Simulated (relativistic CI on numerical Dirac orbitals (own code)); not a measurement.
# One change at a time: Pd24+

Base calculation: Dirac-Coulomb-Breit CI, KLI orbitals optimised for each configuration, model QED, unscaled Slater integrals.

CI space (outside the closed core [Ne]): 3s²3p⁶3d⁴, 3s²3p⁵3d⁵, 3s3p⁶3d⁵, 3s²3p⁶3d³4s, 3s²3p⁶3d³4p, 3s²3p⁶3d³4d, 3s²3p⁶3d³4f, 3s²3p⁵3d⁴4s, 3s²3p⁶3d²4s4p, 3s3p⁶3d⁴4s, 3s²3p⁶3d³5s, 3p⁶3d⁶, 3p⁵3d⁷, 3s²3p⁶3d²4s², 3s²3p⁶3d4s²4p, 3s²3p⁶3d4s²4d, 3s²3p⁶3d4s²4f, 3s²3p⁶3d²4p², 3s²3p⁶3d4s4p², 3s²3p⁶3d4p³, 3s²3p⁶3d4p²4d, 3s²3p⁶3d4p²4f. Double excitations out of closed p, d and f shells are left out; levels of such configurations are missing from the list, as are those of other unlisted configurations, and high levels can miss mixing partners. These lack a partner that the ground configuration has and come out too high: 3s²3p⁵3d⁴4s.

Variants: (1) valence Slater integrals scaled by 0.9; (2) QED terms removed; (3) only the first 3 configurations. Shifts of the energy above 3s²3p⁶3d⁴ ⁵D0, in cm⁻¹, for the lowest level and the first level of each name with at least 55 % of one term (blank where a level changes its place among those of its configuration and J or its character, or is not in the variant):

```csv
Level,Base,Δ(1),Δ(2),Δ(3)
3s²3p⁶3d⁴ ⁵D0,0.0,0.0,0.0,0.0
3s²3p⁶3d⁴ ⁵D1,21652.9,+2000.7,-124.5,-158.7
3s²3p⁶3d⁴ ⁵D2,40529.5,+2468.8,-197.8,-220.3
3s²3p⁶3d⁴ ⁵D3,55364.7,+1993.1,-232.1,-219.6
3s²3p⁶3d⁴ ⁵D4,65043.0,+224.9,-217.4,-165.7
3s²3p⁶3d⁴ ³H4,106785.0,-4482.3,-183.1,-283.2
3s²3p⁶3d⁴ ³G3,129023.2,-6319.9,-192.4,-134.2
3s²3p⁶3d⁴ ³H5,132793.3,-5376.9,-247.8,-426.1
3s²3p⁶3d⁴ ³F2,134466.4,-6989.4,-189.2,+67.3
3s²3p⁶3d⁴ ³P1,136621.2,-4889.9,-254.6,+135.4
3s²3p⁶3d⁴ ³H6,143073.4,-6086.0,-266.4,-481.5
3s²3p⁶3d⁴ ³G4,158055.8,-6377.3,-290.1,-299.6
3s²3p⁶3d⁴ ³G5,194586.6,-6236.9,-402.5,-346.1
3s²3p⁶3d⁴ ¹I6,204684.9,-8026.4,-389.6,-552.7
```

At this charge energies of transitions that change n are usually good to better than 1 %, and those within a shell (Δn = 0) to a few per cent. Terms inside the open d or f shell come out 10 to 20 % too wide with unscaled integrals.

Ionisation energy from the two ground configurations alone: base 1217.8 eV; valence Slater integrals scaled by 0.9 1217.5 eV. The NIST ASD value (theoretical) is 1218 eV.

LS names give the leading component of a level, which can be under half, so a name can repeat, a term be missing and a line seem to break the LS rules.
